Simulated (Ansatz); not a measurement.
Results of the Gaussian-basis code of Ansatz.

A structure relaxed at PBE0-D4/def2-TZVP, charge 0, multiplicity 1:

```xyz
9

Cl   -0.4579   -0.7101   -2.4893
Si    0.1700    0.8370   -1.3019
O    -0.2396    0.5457    0.2469
Si   -0.2789   -0.5890    1.4141
Cl    1.4859   -1.6298    1.4309
H     1.6372    0.9384   -1.4339
H    -0.5259    2.0639   -1.7341
H    -0.4238    0.0972    2.7119
H    -1.3669   -1.5532    1.1554
```

Give its formula and SMILES.

Cl2H4OSi2, `Cl[SiH2]O[SiH2]Cl`.

Point group (tolerance 0.08 Å, 0.16 Å for H)?

C2.

Summarise the bond lengths by kind.

2 × Cl–Si 2.049 Å; 2 × O–Si 1.628 Å; 4 × H–Si 1.475 to 1.477 Å.
